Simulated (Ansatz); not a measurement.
Harmonic frequencies (cm⁻¹) at PBE0-D4/def2-TZVP from Ansatz: 80, 154, 240, 397, 466, 564, 605, 752, 923, 927, 1309, 1464, 1470, 1923, 1950, 3080, 3182, 3184.

(1) Which molecule is it?
A. `[F][AlH][O][SiH3]`
B. `C[Se][AlH2]`
C. `[CH3][AlH][C]#N`
D. `C[Se][Al]([Cl])[Cl]`

Answers

(1) B.
